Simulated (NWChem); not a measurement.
System: sulfur tetrafluoride (SF$_{4}$); SMILES FS(F)(F)F

Here is an NWChem input.

```
start job
memory heap 200 mb stack 900 mb global 1100 mb
geometry units angstroms noautosym nocenter noautoz
  F      1.220545     0.000000     0.616808
  S      0.000000     0.000000    -0.387794
  F      0.000000    -1.654169    -0.275546
  F      0.000000     1.654169    -0.275546
  F     -1.220545     0.000000     0.616808
end
basis spherical
  * library 6-31g*
end
dft
  xc hfexch
  iterations 150
end
property
  shielding 3 1 2 3
end
task dft property
```

Excerpt of the output:

```
             Northwest Computational Chemistry Package (NWChem) 7.3.0
             --------------------------------------------------------

                             Geometry "geometry" -> ""
                             -------------------------

 Output coordinates in angstroms (scale by  1.889725989 to convert to a.u.)

  No.       Tag          Charge          X              Y              Z
 ---- ---------------- ---------- -------------- -------------- --------------
    1 F                    9.0000     1.22054500     0.00000000     0.61680800
    2 S                   16.0000     0.00000000     0.00000000    -0.38779400
    3 F                    9.0000     0.00000000    -1.65416900    -0.27554600
    4 F                    9.0000     0.00000000     1.65416900    -0.27554600
    5 F                    9.0000    -1.22054500     0.00000000     0.61680800

 Effective nuclear repulsion energy (a.u.)     295.3507469767

  xc_inp: hfexch multiplicative factor not found.
                              NWChem Property Module
                              ----------------------

  itol2e modified to match energy
  convergence criterion.

                                 NWChem DFT Module
                                 -----------------

 Summary of "ao basis" -> "ao basis" (spherical)
 ------------------------------------------------------------------------------
       Tag                 Description            Shells   Functions and Types
 ---------------- ------------------------------  ------  ---------------------
 F                           6-31g*                  6       14   3s2p1d
 S                           6-31g*                  8       18   4s3p1d

  itol2e modified to match energy
  convergence criterion.

            General Information
            -------------------
          SCF calculation type: DFT
          Wavefunction type:  closed shell.
          No. of atoms     :     5
          No. of electrons :    52
           Alpha electrons :    26
            Beta electrons :    26
          Charge           :     0
          Spin multiplicity:     1
          Use of symmetry is: off; symmetry adaption is: off
          Maximum number of iterations: 150
          AO basis - number of functions:    74
                     number of shells:    32
          Convergence on energy requested:  1.00D-07
          Convergence on density requested:  1.00D-05
          Convergence on gradient requested:  5.00D-04

[...]

          -----------------------------------------
          Chemical Shielding Tensors (GIAO, in ppm)
          -----------------------------------------

                                NWChem CPHF Module
                                ------------------

  scftype          =     RHF
  nclosed          =       26
  nopen            =        0
  variables        =     1248
  # of vectors     =        3
  tolerance        = 0.10D-03
  level shift      = 0.00D+00
  max iterations   =       50
  max subspace     =       30

 SCF residual:    2.1125415702176210E-004

Iterative solution of linear equations
  No. of variables     1248
  No. of equations        3
  Maximum subspace       30
        Iterations       50
       Convergence  1.0D-04

   iter   nsub   residual    time
   ----  ------  --------  ---------
     1      3    1.18D+00       8.7
     2      6    2.38D-01       9.2
     3      9    3.84D-02       9.6
     4     12    7.22D-03      10.0
     5     15    2.12D-03      10.5
     6     18    3.90D-04      10.9
     7     21    9.33D-05      11.4

      Atom:    1  F
        Diamagnetic
    480.1634      0.0000     13.6228
      0.0000    466.0299      0.0000
     13.6228      0.0000    472.0381

        Paramagnetic
   -228.2247     -0.0000    144.4377
     -0.0000   -284.9223     -0.0000
    144.4377     -0.0000   -283.8461

        Total Shielding Tensor
    251.9387     -0.0000    158.0605
     -0.0000    181.1076     -0.0000
    158.0605     -0.0000    188.1919

           isotropic =     207.0794
          anisotropy =     261.3422

          Principal Components and Axis System
                 1           2           3
              381.3075    181.1076     58.8231

      1         0.7738      0.0000     -0.6334
      2         0.0000      1.0000      0.0000
      3         0.6334      0.0000      0.7738

      Atom:    2  S
        Diamagnetic
   1035.1337     -0.0000      0.0000
     -0.0000   1045.4641     -0.0000
      0.0000     -0.0000   1028.8651

        Paramagnetic
   -705.7403     -0.0000      0.0000
     -0.0000  -1105.7281     -0.0000
      0.0000     -0.0000   -699.8832

        Total Shielding Tensor
    329.3934     -0.0000      0.0000
     -0.0000    -60.2640     -0.0000
      0.0000     -0.0000    328.9819

           isotropic =     199.3704
          anisotropy =     195.0345

          Principal Components and Axis System
                 1           2           3
              329.3934    328.9819    -60.2640

      1         1.0000     -0.0000      0.0000
      2         0.0000      0.0000      1.0000
      3         0.0000      1.0000      0.0000

      Atom:    3  F
        Diamagnetic
    473.4724     -0.0000     -0.0000
     -0.0000    491.5349      1.9979
     -0.0000      1.9979    471.9140

        Paramagnetic
   -337.9867     -0.0000      0.0000
     -0.0000   -143.5981    -63.5596
      0.0000    -63.5596   -475.7710

        Total Shielding Tensor
    135.4857     -0.0000      0.0000
     -0.0000    347.9368    -61.5617
      0.0000    -61.5617     -3.8570

           isotropic =     159.8552
          anisotropy =     297.8152

          Principal Components and Axis System
                 1           2           3
              358.3986    135.4857    -14.3188

      1        -0.0000      1.0000     -0.0000
      2         0.9859      0.0000      0.1675
      3        -0.1675      0.0000      0.9859
```

Level: Hartree-Fock/6-31G* (spherical d), GIAO. Geometry: optimised at PBE0/def2-SVP. The printed shielding anisotropy is the first printed principal value minus the mean of the other two.
